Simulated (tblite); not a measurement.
Species: C8H7ClO3.
Z-matrix (Å and degrees, GFN2-xTB geometry), rows numbered from 1:
```
C 
C   1  1.5081
O   2  1.2078  1  122.75
C   2  1.4742  1  115.24  3  -179.97
C   4  1.3781  2  128.45  1    -0.06
O   5  1.3209  4  111.52  2  -179.98
C   6  1.3602  5  107.54  4     0.02
C   7  1.4398  6  120.55  5   179.99
O   8  1.1925  7  127.73  6   179.98
Cl  8  1.7715  7  111.99  6     0.01
C   7  1.3860  6  110.10  5    -0.02
C  11  1.4758  4  126.74  2    -0.03
H   1  1.0874  2  109.98  3  -120.54
H   1  1.0867  2  109.46  3    -0.23
H   1  1.0874  2  109.94  3   120.04
H   5  1.0737  4  131.41  2     0.06
H  12  1.0850 11  110.76  4  -179.95
H  12  1.0890 11  109.66  4    58.38
H  12  1.0890 11  109.65  4   -58.29
```

Calculated harmonic vibrations of the isolated species, GFN2-xTB (tblite), most abundant isotopes, no scaling. Errors from tens to a few hundred cm⁻¹ against measured bands are possible. One conformer, not necessarily the lowest.

Harmonic wavenumbers (cm⁻¹): 42.0, 43.8, 69.7, 85.3, 109.2, 150.5, 183.5, 220.7, 245.9, 275.0, 291.8, 408.0, 435.2, 491.1, 538.1, 553.3, 563.9, 649.3, 652.0, 669.9, 717.2, 796.6, 800.4, 933.4, 978.0, 989.9, 1021.6, 1054.9, 1091.0, 1168.4, 1211.6, 1257.7, 1286.0, 1366.6, 1374.0, 1398.1, 1436.5, 1438.0, 1452.0, 1458.7, 1498.0, 1551.9, 1740.1, 1783.1, 3013.7, 3032.8, 3033.7, 3037.2, 3060.7, 3077.4, 3156.5.

A = 1923, B = 462.1, C = 374.3 MHz; mass 186.008 u (most abundant isotopes); point group Cs, symmetry number 1.

Problem. What is the zero-point energy?

Solution. Half the sum of the wavenumbers: 28947 cm⁻¹ = 82.76 kcal/mol.

Problem. Entropy at 350 K, 1 bar (ideal gas, RRHO, classical rotation)?

Solution. Translation 42.39, rotation 31.73, vibration 46.17: S = 120.3 cal/(mol K).

Problem. And Cp and H(350 K) − H(0)?

Solution. Cp = 49.98 cal/(mol K), of which vibrations give 42.03 (their classical limit is 51 R = 101.3); H(350 K) − H(0) = 10.77 kcal/mol without the zero-point energy, 7.99 from vibrations.

Problem. Blend soft modes into free rotors: weight 1/[1 + (100 cm⁻¹/ν̃)⁴] for the oscillator and the rest for a rotor with moment μB/(μ + B), μ = h/(8π²ν), B = 10⁻⁴⁴ kg m². What vibrational entropy results?

Solution. 41.29 cal/(mol K) in place of 46.17, which changes −T·S at 350 K by +1.71 kcal/mol.

Problem. What must be added to the electronic energy to get the Gibbs energy at 350 K and 1 bar?

Solution. ZPE + [H(350 K) − H(0)] − T·S = 82.76 + 10.77 − 42.10 = 51.43 kcal/mol.

Problem. Which modes carry the vibrational entropy at 350 K?

Solution. 42.0 cm⁻¹: 5.48; 43.8 cm⁻¹: 5.40; 69.7 cm⁻¹: 4.48; 85.3 cm⁻¹: 4.08; 109.2 cm⁻¹: 3.60; 150.5 cm⁻¹: 2.97 cal/(mol K); the other 45 give 20.17 together.

Hindered rotation and anharmonicity are outside this model. Other conformers, if any are populated, would add a mixing term that is left out.
